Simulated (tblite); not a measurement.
Isomers of C6H5N2 (doublet state). Computed with GFN2-xTB (tblite): harmonic, unscaled wavenumbers at the GFN2-xTB geometry, gas phase. Errors from tens to a few hundred cm⁻¹ against measured bands are possible. One conformer each. Open shells enter through the occupations alone, without spin polarisation, and single modes of such species can be off by tens of per cent.

Electronic energies: GFN2-xTB at the same geometries; isomer energies are rough at this level and their order can be wrong.

| SMILES | electronic energy, lowest = 0 (kcal/mol) |
| --- | --- |
| C#C/C=N\C[CH]C#N | 52.4 |
| [N]=Cc1ccccn1 | 0.0 |
| [N]=Cc1ccncc1 | 1.7 |
| C#Cc1[c]n(C)nc1 | 41.6 |

Q: How do GFN2-xTB zero-point energies change the relative energies?

A: 
```csv
SMILES,ZPE (kcal/mol),of it from modes above 1550 cm⁻¹,electronic (kcal/mol),"with ZPE, lowest = 0 (kcal/mol)",lowest mode (cm⁻¹),rings
[N]=Cc1ccccn1,58.2,28.7,0.0,0.0,85,1
[N]=Cc1ccncc1,58.2,28.6,1.7,1.7,50,1
C#Cc1[c]n(C)nc1,57.9,25.5,41.6,41.3,27,1
C#C/C=N\C[CH]C#N,55.6,30.6,52.4,49.8,15,0
```

The zero-point energies span 2.6 kcal/mol, from `C#C/C=N\C[CH]C#N` to `[N]=Cc1ccccn1`. The order is unchanged.
